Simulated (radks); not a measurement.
Sc4+, 17 electrons, occupied as [Ne] 3s2 3p5.

Method: scalar-relativistic Kohn-Sham, r2SCAN, spin-polarised, spherical densities, finite nucleus; open shells are filled with parallel spins first; meta-GGA in the generalised Kohn-Sham scheme; Fermi nuclear charge, rms radius 3.5459 fm; computed with a radial shooting solver on a logarithmic mesh with Libxc functionals.

Energy parts (eV):
total: -20678.329
kinetic: 20839.546
electron-nucleus: -48201.348
Hartree: 7705.498
exchange-correlation: -1022.025

Orbitals (lengths in bohr, moments of r in powers of bohr):
| orbital | occ. | eigenvalue (eV) | <1/r> |
|---|---|---|---|
| 1s up | 1 | -4473.418 | 20.77 |
| 1s down | 1 | -4472.887 | 20.77 |
| 2s up | 1 | -537.6866 | 4.319 |
| 2s down | 1 | -537.4744 | 4.317 |
| 2p up | 3 | -449.4477 | 4.207 |
| 2p down | 3 | -448.9311 | 4.205 |
| 3s up | 1 | -108.3846 | 1.356 |
| 3s down | 1 | -106.2713 | 1.350 |
| 3p up | 3 | -85.0290 | 1.250 |
| 3p down | 2 | -82.9878 | 1.244 |

The highest occupied level is 3p down at -82.988 eV. Spin moment in Bohr magnetons: 1. The spin density at the nucleus is 0.2310 e/bohr^3 (1s -0.5092, 2s 0.3843, 3s 0.3559). For comparison, the ionisation energy in NIST's Atomic Spectra Database is 91.95 eV (semi-empirical). In exact Kohn-Sham theory the highest level is minus the ionisation energy, but local and semilocal functionals leave it too shallow, through self-interaction and a potential that decays too fast; potentials with the right tail come closer. Summed over all electrons, <r^2> = 10.32 bohr^2, which gives a Langevin (diamagnetic) susceptibility term of -8.18 x 10^-6 cm^3/mol. The electron density at the nucleus is 7292 e/bohr^3 (large components only).
